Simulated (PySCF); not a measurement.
## From computed data to an observable: chemical shift, span and skew from a shielding tensor

Be(SH)(SeH) (BeH₂SSe), SMILES [SH][Be][SeH]. Atoms are numbered in the order given.

```xyz
5

Be     0.0409     0.3789    -0.5796
S      0.1627     1.4305    -2.1575
H     -1.1036     1.8727    -2.0380
Se    -0.0339    -0.7171     1.1321
H     -0.5106    -1.8948     0.3855
```

Geometry: B3LYP-D3(BJ)/def2-TZVP. The values are those of a single conformer.

GIAO shieldings from PBE0/pcSseg-2 in PySCF, non-relativistic, no solvent. The symmetric part of the tensor of Se4 has the principal values 2030.4, 2218.8, 2399.4 ppm. The same nucleus in Me2Se has σ = 1739.2 ppm at this level (PySCF, at its B3LYP-D3(BJ)/def2-TZVP geometry).

Question: Work out the isotropic shielding, the ⁷⁷Se shift against Me2Se, the span and the skew.

Answer: 
σ(iso) = (σ11 + σ22 + σ33)/3 = 2216.2 ppm. δ = σ(ref) − σ(iso) = 1739.2 − (2216.2) = -477.0 ppm.
Span Ω = σ33 − σ11 = 369.0 ppm. Skew κ = 3(σ(iso) − σ22)/Ω = -0.02. Tumbling in solution averages the tensor to δ; in a static solid the shielding alone would spread this spin-1/2 line over Ω.
